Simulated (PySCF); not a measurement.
## Electronic structure of Cu (copper, neutral) at the UHF level

Configuration: [Ar] 3d10 4p1, 2P determinant (an excited configuration). Calculation: PySCF 2.14, in x2c-QZVPPall with one added diffuse shell each of s, p, d, f, g type (12s8p7d5f3g, 133 functions); scalar relativity by spin-free X2C-1e.

```json
{"Total energy": "-1653.073597 hartree", "One-electron energy": "-2305.0112 hartree", "Hartree (Coulomb) energy": "718.4880 hartree", "Exchange energy": "-66.5504 hartree", "⟨S²⟩": "0.7569", "⟨L²⟩": "2.020", "Sum of ⟨r⟩": "22.71 bohr", "Sum of ⟨r²⟩": "49.46 bohr²", "Traceless quadrupole moment −½Σ⟨3z² − r²⟩ along its main axis": "-12.3 e·bohr²", "Langevin diamagnetic susceptibility": "-39.2 ×10⁻⁶ cm³/mol"}
```

```json
{"shell": "1s α", "electrons": "1", "mean orbital energy (eV)": "-9050.1", "spread (eV)": "0", "rms radius, mean of both spins (bohr)": "0.0601"}
{"shell": "1s β", "electrons": "1", "mean orbital energy (eV)": "-9050.0", "spread (eV)": "0", "rms radius, mean of both spins (bohr)": "0.0601"}
{"shell": "2s β", "electrons": "1", "mean orbital energy (eV)": "-1136.0", "spread (eV)": "0", "rms radius, mean of both spins (bohr)": "0.254"}
{"shell": "2s α", "electrons": "1", "mean orbital energy (eV)": "-1135.9", "spread (eV)": "0", "rms radius, mean of both spins (bohr)": "0.254"}
{"shell": "2p β", "electrons": "3", "mean orbital energy (eV)": "-976.65", "spread (eV)": "0.021", "rms radius, mean of both spins (bohr)": "0.228"}
{"shell": "2p α", "electrons": "3", "mean orbital energy (eV)": "-976.63", "spread (eV)": "0.007", "rms radius, mean of both spins (bohr)": "0.228"}
{"shell": "3s β", "electrons": "1", "mean orbital energy (eV)": "-142.80", "spread (eV)": "0", "rms radius, mean of both spins (bohr)": "0.767"}
{"shell": "3s α", "electrons": "1", "mean orbital energy (eV)": "-142.74", "spread (eV)": "0", "rms radius, mean of both spins (bohr)": "0.767"}
{"shell": "3p β", "electrons": "3", "mean orbital energy (eV)": "-94.119", "spread (eV)": "0.001", "rms radius, mean of both spins (bohr)": "0.819"}
{"shell": "3p α", "electrons": "3", "mean orbital energy (eV)": "-94.063", "spread (eV)": "0.095", "rms radius, mean of both spins (bohr)": "0.819"}
{"shell": "3d β", "electrons": "5", "mean orbital energy (eV)": "-15.725", "spread (eV)": "0.086", "rms radius, mean of both spins (bohr)": "1.15"}
{"shell": "3d α", "electrons": "5", "mean orbital energy (eV)": "-15.659", "spread (eV)": "0.169", "rms radius, mean of both spins (bohr)": "1.15"}
{"shell": "4p α", "electrons": "1", "mean orbital energy (eV)": "-3.421", "spread (eV)": "0", "rms radius, mean of both spins (bohr)": "5.53"}
```

Densities and radii are taken from the X2C orbitals without a picture-change correction, which distorts them close to the nucleus.

Spin-orbit constants ζ (cm⁻¹) from the X2C one-electron operator on these orbitals: bare nucleus, nucleus screened by l(l+1)(2l+1)/3 electrons, and screened by the Breit-Pauli mean field of the electrons.

| shell | bare | screened nucleus | mean field |
| --- | --- | --- | --- |
| 2p | 115200 | 107300 | n/a |
| 3p | 14090 | 13120 | n/a |
| 3d | 1263 | 827.5 | n/a |
| 4p | 137.6 | 128.1 | n/a |

To first order the Landé constant is A = 128.1 cm⁻¹, so the lowest level has J = 1/2 and lies 0.0159 eV below the centre of the term.
